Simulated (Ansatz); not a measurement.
Consider the substitution at a C–B bond: `NB(Cl)CF` + `OC(F)[SiH3]` → `FCOC(F)[SiH3]` + `NBCl`.

Calculated with Ansatz (gas phase, PBE0-D4/def2-TZVP geometries, no zero-point term in ΔE). CCSD(T)/CBS adds triple-zeta CCSD(T) − MP2 to the extrapolated MP2 energy (def2 sets, frozen cores). Functionals use def2-TZVPP. B3LYP here is the variant with VWN-RPA as its local correlation; programs differ in this. One conformer a species, not always the lowest.

Question: Is it downhill or uphill in electronic energy at CCSD(T)/CBS, and by how much? (An estimate is asked.)

Answer: Computed: Uphill: ΔE = +24.9 kJ/mol.

Question: What do these levels give: PBE-D4, PBE0-D4, B3LYP-D4, ωB97M-V, PBE, r2SCAN, HF/def2-TZVPP, CCSD/def2-TZVPP, HF/def2-QZVPP, MP2/def2-QZVPP, SCS-MP2/def2-QZVPP, CCSD/CBS(def2)? (An estimate is asked.)

Answer: Ansatz gave: PBE-D4 26.3, PBE0-D4 26.6, B3LYP-D4 23.3, ωB97M-V 24.2, PBE 25.7, r2SCAN 23.1, HF/def2-TZVPP 13.4, CCSD/def2-TZVPP 21.2, HF/def2-QZVPP 13.3, MP2/def2-QZVPP 25.8, SCS-MP2/def2-QZVPP 22.4, CCSD/CBS(def2) 25.7 kJ/mol.

Largest T1 diagnostic among the species: 0.012.

In def2-TZVPP, CCSD(T) changes the Hartree–Fock value by +6.9 kJ/mol (the triples alone add −0.9 kJ/mol) and MP2 by +9.8 kJ/mol.
